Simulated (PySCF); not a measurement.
# [Mo(Cl)4(F)2] (charge 0, multiplicity 1)

Computed with PySCF with PBE-D3(BJ)/def2-TZVP // TPSS-D3(BJ)/def2-SVP.

HOMO: -8.18 eV
dipole moment: 1.11 D
HOMO–LUMO gap: 1.85 eV
LUMO: -6.34 eV
charge on the central atom (Mulliken): 1.07 e
total energy: -2108.1843 Ha
cost: about 4 core-minutes (a rough figure)

```xyz
7

Mo     0.0952     0.0648     0.0266
Cl     0.4610    -1.0446    -1.9635
Cl     2.1468    -0.5903     0.8256
Cl    -0.4041     1.1143     2.0198
Cl     0.9449     2.0118    -0.8453
F     -1.5968     0.5285    -0.5896
F     -0.6624    -1.4897     0.7084
```
Charge 0, spin multiplicity 1.
